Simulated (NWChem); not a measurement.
Species: InI, singlet; SMILES [In][I]

```xyz
2

In     0.0000     0.0000    -1.4495
I      0.0000     0.0000     1.3401
```
Atoms are numbered in this order, from 1.

Results from NWChem. Low-valent species are run as closed-shell singlets; no triplet was tried in these runs. All runs use the structure optimised with PBE0/def2-SVP. def2 effective core potentials on In, I; no spin-orbit coupling. Ions are spin-unrestricted doublets at the neutral geometry; other ion states weren't tried.

Order these by “−ε(HOMO) (eV)”, lowest first: r2SCAN/def2-SVPD; CAM-B3LYP/def2-SVPD; LRC-wPBEh/def2-SVPD; B3LYP/def2-SVPD.

r2SCAN/def2-SVPD (6.25), B3LYP/def2-SVPD (6.71), CAM-B3LYP/def2-SVPD (7.97), LRC-wPBEh/def2-SVPD (8.52)
